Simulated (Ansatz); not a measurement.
Relaxation of H6OSSn (9 atoms, charge 0, multiplicity 1), to a largest force component of 0.03 eV/Å in at most 50 steps.

These are results of RKS PBE/def2-SVP in Ansatz, not measurements.

```xyz
9
Properties=species:S:1:pos:R:3:forces:R:3
Sn -0.119 0.176 -0.035 -0.08 0.13 -0.97
O -0.059 0.094 1.951 0.05 -0.20 0.89
H -0.949 -0.041 2.329 0.04 0.03 0.00
H 1.523 0.405 -0.475 -0.01 0.00 -0.01
H -1.084 1.569 -0.443 0.01 -0.03 0.02
H -0.868 -1.247 -0.685 0.01 0.03 0.01
S 1.734 -2.716 1.181 -0.11 0.18 0.24
H 0.555 -3.395 1.108 0.02 0.01 0.01
H 1.167 -1.736 1.980 0.06 -0.16 -0.20
```

Question: Where does it end, and by what steps?

Answer: The run converged. After 4 steps the energy has fallen by 0.066 eV; S7 moved furthest, 0.20 Å.

```tsv
step	energy less start (eV)	largest force component (eV/Å)	accepted
0	0.0000	0.967	yes
1	-0.0454	0.148	yes
2	-0.0575	0.208	yes
3	-0.0640	0.092	yes
4	-0.0659	0.027	yes
```

```xyz
9
Properties=species:S:1:pos:R:3
Sn -0.131 0.213 -0.111
O 0.022 -0.067 1.905
H -0.859 -0.038 2.326
H 1.490 0.495 -0.592
H -1.126 1.618 -0.315
H -0.862 -1.174 -0.835
S 1.737 -2.746 1.382
H 0.611 -3.493 1.221
H 1.018 -1.700 1.931
```

Run time: 7.7 s on 2 threads of Arm Neoverse V2, on a shared host, peak memory 0.12 GiB.
